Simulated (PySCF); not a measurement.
Isomers of C7H7BO3, from PySCF, PBE0-D3(BJ)/def2-SVP geometry optimisation, gas phase. One conformer each, no zero-point energy, no frequencies.

**Question.** Which isomer lies lower at this level?
A. `[BH2-:1]1[O:2][CH:3]=[C:4]([c:5]2[cH:6][cH:7][cH:8][o:9]2)[CH:10]=[O+:11]1` with C3–C4–C5–C6 8°: A = 3409, B = 671.1, C = 564.1 MHz, dipole 4.52 D
B. `[O:1]=[CH:2][c:3]1[cH:4][cH:5][c:6]([B:7]([OH:8])[OH:9])[cH:10][cH:11]1` with O1–C2–C3–C4 180°, C6–B7–O8–H 180°, C6–B7–O9–H 180° (4-formylphenylboronic acid): A = 3394, B = 545.4, C = 469.9 MHz, dipole 5.85 D

**Answer.** B. That is 4-formylphenylboronic acid (`O=Cc1ccc(B(O)O)cc1`), 71.5 kcal/mol below the other.

```json
{"SMILES": "O=Cc1ccc(B(O)O)cc1", "mapped SMILES": "[O:1]=[CH:2][c:3]1[cH:4][cH:5][c:6]([B:7]([OH:8])[OH:9])[cH:10][cH:11]1", "E (Eh)": "-520.63998", "relative (kcal/mol)": "0.0", "relative (kJ/mol)": "0.0", "dipole (D)": "5.85"}
{"SMILES": "[BH2-]1OC=C(c2ccco2)C=[O+]1", "mapped SMILES": "[BH2-:1]1[O:2][CH:3]=[C:4]([c:5]2[cH:6][cH:7][cH:8][o:9]2)[CH:10]=[O+:11]1", "E (Eh)": "-520.52607", "relative (kcal/mol)": "71.5", "relative (kJ/mol)": "299.1", "dipole (D)": "4.52"}
```

As drawn, the lower has an O–H bond, which the higher lacks.
